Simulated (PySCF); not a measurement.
**Structure from 2D NMR**

Compound of formula C8H13ClO. Correlations simulated from computed shifts and the bond graph:

HSQC (one-bond C–H):
```
  δH    δC
1.96  40.4
1.22  31.1
1.19  21.6
1.18  10.5
1.10  21.7
1.08  31.1
0.75  42.6
```

COSY cross peaks (H two or three bonds apart, from the bond graph; peaks can be absent where the dihedral angle is near 90°):
```
  δH    δH
1.96  1.22
1.96  1.08
1.22  1.08
1.19  0.75
1.10  0.75
```

HMBC (two and three bonds, from the bond graph):
```
  δH                                  δC
1.96       183.0, 44.3, 42.6, 31.1, 10.5
1.22       183.0, 44.3, 42.6, 40.4, 10.5
1.19                    44.3, 42.6, 21.7
1.18              44.3, 42.6, 40.4, 31.1
1.10                    44.3, 42.6, 21.6
1.08       183.0, 44.3, 42.6, 40.4, 10.5
0.75  44.3, 40.4, 31.1, 21.7, 21.6, 10.5
```

Carbons without hydrogens: δ 183.0, 44.3.

Rapidly exchanging positions averaged, no solvent model, non-relativistic Hamiltonian, single conformer. GFN2-xTB geometry; GIAO PBE0/pcSseg-1 shieldings; PySCF 2.14.

Scale: $^{1}$H (σ = 31.72 ppm), $^{13}$C (σ = 186.93 ppm) against TMS (reference shieldings calculated alike).

Exchangeable hydrogens are left out of these lists.

Problem. Work out the connectivity.

Solution. `C([C@@H]1[C@](C(C)C)(C)C1)(=O)Cl`.

Structure with atom numbers: `[CH3:1][CH:2]([CH3:3])[C@@:4]1([CH3:5])[CH2:6][C@@H:7]1[C:8](=[O:9])[Cl:10]` (H(Xn): hydrogen on atom n). Ha(C6) is cis to C8 on the ring; Hb(C6) is trans to C8 on the ring.

δC 183.0 is C8, a carbonyl carbon. δC 44.3 is C4, a three-membered-ring carbon. δC 42.6 is C2, an sp3 CH (δH 0.75). δC 40.4 is C7, a three-membered-ring carbon (δH 1.96). δC 31.1 is C6, a three-membered-ring carbon (δH 1.08, 1.22). δC 21.7 is C3, a methyl carbon (δH 1.10). δC 21.6 is C1, a methyl carbon (δH 1.19). δC 10.5 is C5, a methyl carbon (δH 1.18). HMBC from δH 1.96 reaches the proton-free carbons C8, C4. HMBC from δH 1.22 reaches the proton-free carbons C8, C4. HMBC from δH 1.19 reaches the proton-free carbon C4. HMBC from δH 1.18 reaches the proton-free carbon C4. COSY links 1.96–1.22, 1.96–1.08, 1.22–1.08, 1.19–0.75, 1.10–0.75.

The shifts were computed for this structure.

Carbons that carry Cl, above all several Cl atoms, come out too deshielded, partly because spin–orbit coupling is missing. Shifts are as computed. Against solution values, carbons near 30 ppm lie about +3 ppm off and those near 130 ppm about +5 ppm; carbons on Cl a further +6 ppm. Of 1211 compounds with measured shifts, 218 miss one by over three times the rms of a fit or turn the order of signals round; such compounds aren't used in these exercises.
